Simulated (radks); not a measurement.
Task: Charge is removed step by step from the 2p (averaged over the sub-levels emptied) level of the tellurium ion Te47+, starting from [He] 2s2 2p1. All-electron calculation, Dirac Kohn-Sham, PBE, spin-unpolarised, spherical densities, finite nucleus; open shells are shared between the two j in proportion to 2j + 1; Fermi nuclear charge, rms radius 4.7423 fm. Program: a radial shooting solver on a logarithmic mesh with Libxc functionals. At the starting occupation the eigenvalue is -8174.9 eV. Estimate the energy to remove one whole electron from this level, the eigenvalue at the end, and how far E(n) bends from a straight line.

Result: Delta-SCF 8292.1 eV; final eigenvalue -8409.2 eV; the deviation from the straight line is -29.295 eV at 0.5 electron removed, the largest on the grid computed. Slater's transition state (half an electron removed) gives 8292.1 eV. Integrating minus the eigenvalue over the occupation (Janak's theorem) gives 8292.1 eV. The mean slope of the eigenvalue, de/dn, is 234 eV per electron. Ionisation energy of Te47+ in the NIST Atomic Spectra Database: 8499 eV (theoretical).

Beside tabulated values, note that spin-unpolarised runs miss the spin-polarisation part of the exchange energy of open shells.
